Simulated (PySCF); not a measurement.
**Exact mass, isotope pattern and composition**

Species: `C#CC1(C)CCC1`.

All values are calculated from tables of isotopes.

(1) Molar mass and exact mass?

(2) Work out the cluster of the molecular ion M+•, one line a nominal mass.

(3) Which m/z would the protonated, sodiated and deprotonated molecule have?

(4) How much CO2 and H2O would complete combustion of 20.00 mg give?

(5) Find the degree of unsaturation and check the nitrogen rule.

Results:

(1) For C7H10, with standard atomic weights, 7 × 12.011 + 10 × 1.008 = 94.157 g/mol. From the most abundant isotopes (12C, 1H), 7 × 12.000000 + 10 × 1.007825 = 94.0783 u.

(2) 
```csv
nominal mass,m/z (centroid),relative intensity
94,94.0777,100.0
95,95.0811,7.7
96,96.0845,0.3
```

Cut off at 0.1 %. One electron mass, 0.00055 u, is taken off.

(3) [M+H]+ 95.0855, [M+Na]+ 117.0675, [M−H]− 93.0710, for the monoisotopic species (arithmetic only; whether such ions form is another matter).

(4) 212.41 μmol of compound give 65.44 mg CO2 and 19.13 mg H2O.

(5) (2 × 7 + 2 + 0 − 10)/2 = 3; the structure has 1 ring and 2 π bonds. The nominal mass 94 is even, with 0 nitrogens, as the rule says.
